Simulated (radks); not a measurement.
All-electron atom: Ge25+ in [He] 2s2 2p3.

Method: Dirac Kohn-Sham, BLYP, spin-unpolarised, spherical densities, finite nucleus; open shells fill j = l - 1/2 first; Fermi nuclear charge, rms radius 4.0742 fm; computed with a radial shooting solver on a logarithmic mesh with Libxc functionals.

Energy parts (Ry):
total: -3099.52012
kinetic: 3185.45275
electron-nucleus: -6550.11297
Hartree: 342.34907
exchange-correlation: -77.20896

Orbitals (lengths in bohr, moments of r in powers of bohr; r(90%) holds 90 % of the orbital's charge):
orbital  occ.  eigenvalue (Ry)      <r>     <r^2>  r(90%)       <r^4>
1s1/2       2        -915.7533  0.04686  0.002952  0.0837  0.00002235
2s1/2       2        -194.8155   0.1991   0.04653   0.306    0.003634
2p1/2       2        -186.8460   0.1697   0.03498   0.275    0.002368
2p3/2       1        -184.1518   0.1729   0.03617   0.279    0.002512
3s1/2       0        -80.99186   0.4806    0.2621   0.694     0.09883
3p1/2       0        -78.25676   0.4578    0.2413   0.676     0.08701
3p3/2       0        -77.57600   0.4625    0.2460   0.682     0.09025

The highest occupied level is 2p3/2 at -2505.5 eV. The density falls to 0.001 e/bohr^3 at r = 0.67 bohr. Summed over all electrons, <r^2> = 0.2051 bohr^2, which gives a Langevin (diamagnetic) susceptibility term of -0.162 x 10^-6 cm^3/mol. For comparison, the ionisation energy in NIST's Atomic Spectra Database is 2575 eV (semi-empirical). In exact Kohn-Sham theory the highest level is minus the ionisation energy, but local and semilocal functionals leave it too shallow, through self-interaction and a potential that decays too fast; potentials with the right tail come closer. The electron density at the nucleus is 3.17e+04 e/bohr^3.

Beside tabulated values, note that spin-unpolarised runs miss the spin-polarisation part of the exchange energy of open shells.
